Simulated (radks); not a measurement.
Question: These are the eigenvalues of the occupied orbitals of an atom or ion with whole-number occupations (hartree). Calculated with a radial shooting solver on a logarithmic mesh with Libxc functionals: Dirac Kohn-Sham, PBE, spin-unpolarised, spherical densities, finite nucleus; Fermi nuclear charge, rms radius of each element as measured or else 0.836 A^(1/3) + 0.57 fm.

| orbital | eigenvalue |
|---|---|
| 1s1/2 | -2551.336 |
| 2s1/2 | -441.7374 |
| 2p1/2 | -422.5912 |
| 2p3/2 | -372.8858 |
| 3s1/2 | -103.3157 |
| 3p1/2 | -94.76868 |
| 3p3/2 | -84.02186 |
| 3d3/2 | -69.59751 |
| 3d5/2 | -67.26095 |
| 4s1/2 | -22.89620 |
| 4p1/2 | -19.34548 |
| 4p3/2 | -16.84139 |
| 4d3/2 | -10.99916 |
| 4d5/2 | -10.53553 |
| 5s1/2 | -4.64292 |
| 5p1/2 | -3.55692 |
| 4f5/2 | -3.20888 |
| 5p3/2 | -3.16252 |
| 4f7/2 | -3.12303 |
| 5d3/2 | -1.69538 |

Which element is it, and in what charge state? The configuration may be excited.

Answer: Z = 74, tungsten, charge +4: W4+ in [Xe] 4f(5/2: 6, 7/2: 7) 5d(3/2: 3, 5/2: 0). The list shows which subshells hold electrons but not how many an open one holds; the 1s level, -2551.3 hartree, gives Z - s = 71.4 by -(Z - s)^2/2, which with screening and relativity narrows Z to a few neighbours, and the depths of the outer levels then fix element, charge and occupations together.
